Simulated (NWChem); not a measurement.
C2H6Al, doublet; SMILES [CH3][Al][CH3]

```xyz
9

Al     0.0000     0.0000     0.6360
C      1.6932     0.0000    -0.3827
H      1.7334    -0.8870    -1.0405
H      2.5976     0.0000     0.2436
H      1.7334     0.8870    -1.0405
C     -1.6932     0.0000    -0.3827
H     -1.7334    -0.8870    -1.0405
H     -1.7334     0.8870    -1.0405
H     -2.5976     0.0000     0.2436
```
Atoms are numbered in this order, from 1.

Results from NWChem. Spin-unrestricted. In the optimisation the excess spin sits in a (C2, its own frame). The geometry was optimised at PBE0/def2-SVP, spin-unrestricted. This spin state was assumed; another may lie lower. No stability test was run on the SCF state. Total energies compare along this basis series because the functional is fixed.

```json
[
 {"level": "TPSS/def2-SVP", "basis functions": "76", "energy (Ha)": "-322.1172", "highest occupied level (eV)": "-4.11", "lowest empty minus highest occupied level, either spin (eV)": "1.46", "dipole (D)": "0.49", "<S²>": "0.751", "relative time": "1"},
 {"level": "TPSS/def2-SVPD", "basis functions": "112", "energy (Ha)": "-322.1231", "highest occupied level (eV)": "-4.17", "lowest empty minus highest occupied level, either spin (eV)": "1.43", "dipole (D)": "0.47", "<S²>": "0.751", "relative time": "2"},
 {"level": "TPSS/def2-TZVP", "basis functions": "135", "energy (Ha)": "-322.2910", "highest occupied level (eV)": "-4.15", "lowest empty minus highest occupied level, either spin (eV)": "1.47", "dipole (D)": "0.43", "<S²>": "0.751", "relative time": "4"},
 {"level": "TPSS/def2-TZVPP", "basis functions": "188", "energy (Ha)": "-322.2932", "highest occupied level (eV)": "-4.15", "lowest empty minus highest occupied level, either spin (eV)": "1.48", "dipole (D)": "0.43", "<S²>": "0.751", "relative time": "5"}
]
```

Relative times are rough (shared machine, one core).
